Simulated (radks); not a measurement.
Species: Yb II. Configuration: [Xe] 4f14 6s1.

Method: Dirac Kohn-Sham, PW91, spin-unpolarised, spherical densities, finite nucleus; Fermi nuclear charge, rms radius 5.3108 fm; computed with a radial shooting solver on a logarithmic mesh with Libxc functionals.

Energy parts (hartree):
total: -14075.5479
kinetic: 15632.4439
electron-nucleus: -34931.9849
Hartree: 5519.9893
exchange-correlation: -295.9962

Orbitals (lengths in bohr, moments of r in powers of bohr; <r^-3> diverges for s and p1/2):
orbital  occ.  eigenvalue (hartree)  <r^-3>      <r^2>  small-component weight
1s1/2       2             -2247.672       -  0.0005300                6.90e-02
2s1/2       2             -380.8077       -   0.008152                1.55e-02
2p1/2       2             -363.3028       -   0.005859                1.55e-02
2p3/2       4             -324.8145   13470   0.007071                1.42e-02
3s1/2       2             -86.01942       -    0.05360                5.03e-03
3p1/2       2             -78.28012       -    0.04944                4.97e-03
3p3/2       4             -70.11117    2976    0.05619                4.59e-03
3d3/2       4             -56.91399   509.5    0.04401                4.47e-03
3d5/2       6             -55.12912   441.5    0.04587                4.36e-03
4s1/2       2             -17.11858       -     0.2690                1.63e-03
4p1/2       2             -13.98487       -     0.2799                1.54e-03
4p3/2       4             -12.13516   673.8     0.3175                1.39e-03
4d3/2       4              -6.97667   99.21     0.3561                1.20e-03
4d5/2       6              -6.63998   84.28     0.3710                1.16e-03
4f5/2       6              -0.38772   12.69     0.8282                7.08e-04
4f7/2       8              -0.33927   12.02     0.8911                6.87e-04
5s1/2       2              -2.26657       -      1.649                3.23e-04
5p1/2       2              -1.42081       -      2.132                2.51e-04
5p3/2       4              -1.19652   79.45      2.518                2.13e-04
6s1/2       1              -0.34171       -      14.18                3.75e-05

The highest occupied level is 4f7/2 at -9.232 eV. The density falls to 0.001 e/bohr^3 at r = 4.32 bohr.
